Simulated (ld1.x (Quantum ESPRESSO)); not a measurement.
Al: one change to a TM potential, before and after

Al, norm-conserving Troullier–Martins (Kleinman–Bylander form), made with ld1.x (Quantum ESPRESSO) 7.5 (LDA (PZ), scalar-relativistic). Core [Ne], reference 3s1.75 3p1.25. Waves: 3p (bound): rc 2.15 bohr; 3s (bound): rc 1.70 bohr. Local part: the s channel. Core correction: a·sin(br)/r model core inside 0.85 bohr.

Change: wave 3s (bound): rc 1.70 bohr becomes 3s (bound): rc 2.50 bohr.

Cutoffs: the cutoffs (Ry, on a coarse ladder) from which the occupation-weighted sum of valence levels, in a spherical-Bessel basis at the reference potential, stays within 10 and 1 mRy of its value at 400 Ry; they do not see the model core or the augmentation charge, which bear on the density cutoff. Errors are all-electron minus pseudo energies relative to the spin-unpolarised reference configuration.

**Question.** What does the change do?

**Answer.** The potential gets softer (10 Ry and 30 Ry → 8 Ry and 21 Ry); of the 9 tests that both files solve, the error grows in 4 and shrinks in 1 by more than 15 % and 0.3 meV (median size 1.1 → 1.9 meV); neither file shows a bound ghost. A larger radius leaves more room for a smooth pseudo-wave, so fewer plane waves are needed.

```csv
quantity,base,changed
"cutoff, loose",10 Ry,8 Ry
"cutoff, tight",30 Ry,21 Ry
bound ghosts,none,none
"error for 3s2 3p1, meV [ΔE -1.27 eV]",-0.1,-0.4
"error for 3s2 3p0, meV [ΔE 4.58 eV]",+1.1,+2.5
"error for 3s1 3p0, meV [ΔE 23.96 eV]",+12,+17
"error for 3s1 3p1, meV [ΔE 10.40 eV]",+3.7,+2.5
"error for 3s0 3p3, meV [ΔE 9.24 eV]",-5.4,-26
"error for 3s2 3p1.3, meV [ΔE -1.87 eV]",+0.2,+0.2
"error for 3s2 3p0.5, meV [ΔE 0.86 eV]",-0.1,-0.3
"error for 3s1.75 3p1.25 (spin-polarised), meV [ΔE -0.33 eV]",+2.2,+1.9
"error for 3s2 3p1 (spin-polarised), meV [ΔE -1.40 eV]",+0.8,+0.7
```
